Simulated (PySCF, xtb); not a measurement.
InHFBr, SMILES [F][InH][Br].

Harmonic wavenumbers (cm⁻¹) from GFN2-xTB (xtb) at its own minimum, in rising order: 89, 242, 298, 357, 383, 1587.

Task: What does PySCF with PBE0-D3(BJ)/def2-TZVP give at its own minimum? (The exact figures need the calculation; the answer reports its results.)

Result: 114, 263, 384, 433, 602, 1912. Paired by order, the mean absolute difference is 125 cm⁻¹ and the zero-point energies are 4.2 and 5.3 kcal/mol.
